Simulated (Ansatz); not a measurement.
Calculated with Ansatz (gas phase, PBE0-D4/def2-TZVP geometries, no zero-point term in ΔE). CCSD(T)/CBS is the MP2 limit (def2-TZVPP, def2-QZVPP) plus CCSD(T) − MP2 in def2-TZVPP, frozen cores. DFT in def2-TZVPP. For Ga, Ti outer-core shells are correlated without core-valence functions, which leaves a few kJ/mol of doubt a bond. Scalar relativity is left out up to krypton. One conformer a species, not always the lowest.

Consider the redistribution: `[OH][Ti-]1([F])([F])[O]C=CC=[O+]1` + `[F][Ga]([F])[Cl]` → `[OH][Ti]([F])([F])[F]` + `[F][Ga-]1([Cl])[O]C=CC=[O+]1`.

CCSD(T)/CBS gives -0.96 eV.

(1) Another level gave -1.07 eV. Which?
A. LC-ωPBE/def2-TZVPP
B. MP2/def2-TZVPP
C. PBE-D4/def2-TZVPP
D. BLYP/def2-TZVPP

Largest T1 diagnostic among the species: 0.023, so the coupled-cluster value is less sure than usual.

Results:

(1) B. MP2/def2-TZVPP -1.07, PBE-D4 -1.03, BLYP -0.98, LC-ωPBE -1.18 eV.

From r2SCAN to r2SCAN0 (25 % exact exchange), in def2-TZVPP and without D4, ΔE moves by −0.03 eV. Leaving LDA and LC-ωPBE aside and taking each functional with its dispersion term where it has one, the values, not all of them listed here, spread over 0.13 eV, from ωB97X-V to B97M-V. At CCSD(T), def2-SVP lies −0.08 eV from the extrapolated value and def2-TZVPP −0.07 eV.
